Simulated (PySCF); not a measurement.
SMILES [Se][Si](C)(C)C (C3H9SeSi), doublet (B3LYP/def2-SVP optimised geometry):

```
14

C     -0.911    -1.600     1.502
Si    -0.261    -0.657     0.000
C      1.630    -0.657     0.000
C     -0.933     1.111     0.000
Se    -0.953    -1.650    -1.975
H     -0.577    -1.119     2.438
H     -2.012    -1.628     1.505
H     -0.548    -2.640     1.504
H      2.030    -0.103    -0.863
H      2.002    -0.178     0.923
H      2.034    -1.682    -0.033
H     -0.616     1.627     0.923
H     -2.034     1.125    -0.031
H     -0.558     1.682    -0.863
```

Method: unrestricted B3LYP/def2-TZVP (PySCF).

What are the frontier orbital energies (α orbitals alone; a β orbital can be the lowest empty one) and the dipole moment?

HOMO-2 -8.18 eV, HOMO-1 -7.51 eV, HOMO -6.56 eV, LUMO 0.52 eV, LUMO+1 0.77 eV; dipole moment 2.04 D.

On the same geometry unrestricted PBE/def2-TZVP (PySCF) gives HOMO-2 -7.23 eV, HOMO-1 -6.54 eV, HOMO -5.61 eV, LUMO 0.07 eV, LUMO+1 0.11 eV; dipole moment 2.11 D.

Meta-Löwdin charges at B3LYP/def2-TZVP: C1 -0.59, Si2 0.87, C3 -0.58, C4 -0.58, Se5 -0.23, H6 0.12, H7 0.12, H8 0.12, H9 0.13, H10 0.12, H11 0.12, H12 0.12, H13 0.12, H14 0.13.
